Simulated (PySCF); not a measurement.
How methods differ on the excitation energy of Ne⁺

Ne⁺ [He] 2s2 2p5 (2P) → Ne⁺ [He] 2s1 2p6 (2S), as a difference of total energies. All numbers are calculated (PySCF 2.14, scalar relativity by spin-free X2C-1e, in aug-cc-pCVQZ-DK (9s8p6d4f2g, 109 functions)). Correlated levels: valence: 1s2 frozen; valence and next inner shell: nothing frozen. The calculations carry no spin-orbit coupling.

```csv
method,excitation energy (cm⁻¹)
UHF,239610
LDA,184540
PBE,190940
PBE0,203130
r2SCAN,207640
BP86,191150
wB97X-V,201040
BHandHLYP,213990
ROHF,239420
MP2 (valence),222560
SCS-MP2 (valence),221390
MP2 (valence and next inner shell),221760
SCS-MP2 (valence and next inner shell),220920
```

Errors of the correlated levels include the incompleteness of this basis and the frozen core.

Which method comes closest to the reference value, and which is furthest?

The reference is 216790 cm⁻¹ (measured; NIST levels, between the centres of gravity of the two terms). Closest: BHandHLYP (error -2795.3 cm⁻¹); furthest: LDA (error -32250 cm⁻¹).
